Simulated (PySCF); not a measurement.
## Bromine: a sound run and one with changed settings

Sound run: Br⁺ [Ar] 3d10 4s2 4p4, Br²⁺ [Ar] 3d10 4s2 4p3. All numbers are calculated (PySCF 2.14, the non-relativistic Hamiltonian (point nucleus), in 6-31G* (5s4p3d, 32 functions)). The sound run starts from symmetry-adapted Hartree-Fock orbitals and uses a fine grid where one is needed.

Changed run: radial step 0.3 in ln r (0.13 in the sound run). This setting is unsound on purpose.

```tsv
species	method	sound run (hartree)	changed run (hartree)	converged
Br⁺	UHF	-2571.68804	-2571.68804	yes
Br⁺	BP86	-2573.63422	-2573.63420	yes
Br⁺	TPSS	-2573.27307	-2573.27157	yes
Br²⁺	UHF	-2570.94546	-2570.94546	yes
Br²⁺	BP86	-2572.84060	-2572.84056	yes
Br²⁺	TPSS	-2572.48513	-2572.48376	yes
```

Ionisation energy of Br⁺:

```tsv
method	sound run (eV)	changed run (eV)
UHF	20.207	20.207
BP86	21.596	21.596
TPSS	21.441	21.437
```

A coarse radial grid mis-integrates the density and the exchange-correlation energy, with errors of either sign; Hartree-Fock needs no grid.

For comparison, NIST gives 21.591 eV between the lowest levels.
